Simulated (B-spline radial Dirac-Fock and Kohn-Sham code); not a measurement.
Level of theory: Dirac-Fock ΔSCF + Breit + QED; a radial atomic solver. Correlation energy is missing from these numbers.

Question: Identify the element and charge state from the binding energies below (tabulated ground configuration; the least bound level is included).

```
level  binding energy (eV)
    K              57801.1
   L2               9582.2
   M1               2542.0
   M4               1770.8
   M5               1729.6
   O1                300.6
 N6,7                300.2
```

Answer: Er¹⁴⁺: Z = 68 with 54 electrons, [Kr] 4d10 4f7 5s1. The hydrogen-like estimate √(E/Ry) = 65.2 for the K level lies 2.8 below Z (screening lowers it, relativity raises it); the outermost level, at 300.2 eV, fixes the charge.

Question: Identify the element and charge state from the binding energies below (tabulated ground configuration; the least bound level is included).

```csv
level,binding energy (eV)
K,12740.8
L1,1741.9
L2,1558.8
M3,244.9
M4,135.3
M5,134.4
N1,80.72
```

Answer: Se⁵⁺: Z = 34 with 29 electrons, [Ar] 3d10 4s1. The hydrogen-like estimate √(E/Ry) = 30.6 for the K level lies 3.4 below Z; the outermost level, at 80.72 eV, fixes the charge.

Question: Identify the element and charge state from the binding energies below (tabulated ground configuration; the least bound level is included).

| level | binding energy (eV) |
| --- | --- |
| K | 9824.6 |
| L1 | 2183.3 |
| L2,3 | 2119.0 |

Answer: Ni²³⁺: Z = 28 with 5 electrons, [He] 2s2 2p1. The hydrogen-like estimate √(E/Ry) = 26.9 for the K level lies 1.1 below Z; the outermost level, at 2119.0 eV, fixes the charge.

Question: Identify the element and charge state from the binding energies below (tabulated ground configuration; the least bound level is included).

```tsv
level	binding energy (eV)
L3	7695.3
M2	2317.3
M4	1861.7
M5	1833.1
N1	993.3
N2	912.6
N4,5	750.3
```

Answer: Eu²³⁺: Z = 63 with 40 electrons, [Kr] 4d4.

Values without a named source are computed, but for edge energies of neutral atoms, which are taken from tables.
